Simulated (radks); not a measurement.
All-electron atom: the lutetium ion Lu26+ in [Kr] 4d9. Method: non-relativistic Kohn-Sham, PBE, spin-polarised, spherical densities, point nucleus; open shells are filled with parallel spins first (spin-orbit coupling, left out, can overturn this in heavy ions); relativity is left out, which matters for an element this heavy; computed with a radial shooting solver on a logarithmic mesh with Libxc functionals.

Radial electron density D(r) = 4 pi r^2 rho(r):

r (bohr),D(r) (e/bohr),spin D(r)
0.001547,6.181,-0.0000184
0.002015,9.808,-0.0000292
0.002603,15.06,-0.0000448
0.003389,22.83,-0.0000678
0.004413,33.49,-0.0000990
0.005701,46.60,-0.000136
0.007423,62.05,-0.000175
0.009666,77.03,-0.000190
0.01249,87.58,-0.000105
0.01626,90.97,0.000377
0.02117,87.03,0.00234
0.02735,82.76,0.00909
0.03561,88.50,0.0317
0.04637,107.4,0.0971
0.0599,124.3,0.248
0.07799,120.8,0.537
0.1016,104.2,0.891
0.1312,104.2,1.00
0.1708,112.6,0.554
0.2224,87.53,-0.000178
0.2873,50.38,0.573
0.3741,47.31,2.20
0.4872,48.24,2.65
0.6293,24.75,1.41
0.8195,5.123,0.312
1.067,0.3711,0.0249
1.378,0.008371,0.000621

D(r) has 4 maxima, at r = 0.0159, 0.0659, 0.167, 0.436 bohr, and minima at 0.0280, 0.115, 0.329 bohr, inside which lie 1.95, 11.54, 29.07 electrons.
